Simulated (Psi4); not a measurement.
Psi4 input (wB97X-D/6-31G*):

```
memory 1500 MB

molecule {
0 1
C     2.30711800   -0.42583700    0.21885300
Si    1.11193300    0.39909600   -0.95499700
C    -0.41974500    1.03025900   -0.02176400
C    -1.17981400   -0.11148800    0.59317300
C    -2.33116600   -0.67149700   -0.21149600
O    -0.86475300   -0.58060700    1.66607400
H     3.15456500   -0.85353700   -0.31999700
H     2.69229800    0.29216200    0.94528300
H     1.80839700   -1.22277900    0.77240800
H     1.73716900    1.56140100   -1.63298100
H     0.65990600   -0.55396400   -2.00069300
H    -1.03743900    1.59967700   -0.71905900
H    -0.06282900    1.69124700    0.77027200
H    -3.13678400    0.06648100   -0.25479900
H    -2.70066200   -1.58454300    0.24915600
H    -2.02201400   -0.86724900   -1.24082400
symmetry c1
no_reorient
no_com
}

set {
  basis 6-31G*
  reference rks
  scf_type pk
  dft_radial_points 99
  dft_spherical_points 590
  e_convergence 1e-8
  d_convergence 1e-7
  maxiter 150
}

e = energy('wb97x-d')
print_out(f'\nFINAL {e:.10f} DIPOLE {variable("CURRENT DIPOLE")[0]:.6f} {variable("CURRENT DIPOLE")[1]:.6f} {variable("CURRENT DIPOLE")[2]:.6f}\n')
```

From the output:

```
    One-Electron Energy =               -1303.9814912444394395
    Two-Electron Energy =                 523.5777230844487349
    DFT Exchange-Correlation Energy =     -38.4125325807471185
    Empirical Dispersion Energy =          -0.0077108570979150
    VV10 Nonlocal Energy =                  0.0000000000000000
    Total Energy =                       -523.0837129221981741

Computation Completed

Properties will be evaluated at   0.000000,   0.000000,   0.000000 [a0]

Properties computed using the SCF density matrix

 Multipole Moments:

 ------------------------------------------------------------------------------------
     Multipole            Electronic (a.u.)      Nuclear  (a.u.)        Total (a.u.)
 ------------------------------------------------------------------------------------

 L = 1.  Multiply by 2.5417464519 to convert [e a0] to [Debye]
 Dipole X            :         -0.1076364            0.0000057           -0.1076307
 Dipole Y            :          0.3859988            0.0000113            0.3860101
 Dipole Z            :         -0.7374170           -0.0000076           -0.7374245
 Magnitude           :                                                    0.8392753

 ------------------------------------------------------------------------------------

FINAL -523.0837129222 DIPOLE -0.107631 0.386010 -0.737425

*** Psi4 exiting successfully. Buy a developer a beer!
```

The geometry given is a B3LYP-D3(BJ)/def2-TZVP minimum.
